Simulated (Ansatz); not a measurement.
Consider the redistribution: `[NH]=[Ta]([NH2])([OH])[F]` + `NC1=C[SiH2]1` → `[NH]=[Ta]([NH2])([NH2])[OH]` + `FC1=C[SiH2]1`.

Program: Ansatz. Geometries: PBE0-D4/def2-TZVP. ΔE: electronic, gas phase. CBS: MP2 limit from def2 TZ/QZ plus the TZ coupled-cluster correction, frozen cores. DFT in def2-TZVPP. Elements past krypton have def2 core potentials. For Ta outer-core shells are correlated without core-valence functions, which leaves a few kJ/mol of doubt a bond. Each species was taken in one conformer, which may not be the lowest.

| species | r2SCAN energy (Eh) |
| --- | --- |
| `[NH]=[Ta]([NH2])([OH])[F]` | -344.24455 |
| `NC1=C[SiH2]1` | -423.35483 |
| `[NH]=[Ta]([NH2])([NH2])[OH]` | -300.30587 |
| `FC1=C[SiH2]1` | -467.23339 |

(1) Work out ΔE.

Largest T1 diagnostic among the species: 0.018.

Answers

(1) ΔE = (-300.30587) + (-467.23339) − (-344.24455) − (-423.35483) = 0.06012 Eh = +37.7 kcal/mol. CCSD(T)/CBS gives +34.5 kcal/mol.

At CCSD(T), def2-SVP lies +2.2 kcal/mol from the extrapolated value and def2-TZVPP −0.3 kcal/mol. Leaving LDA and LC-ωPBE aside and taking each functional with its dispersion term where it has one, the values, not all of them listed here, spread over 1.8 kcal/mol, from ωB97M-V to r2SCAN-D4. From BLYP to BHLYP (50 % exact exchange), in def2-TZVPP and without D4, ΔE moves by +0.8 kcal/mol.
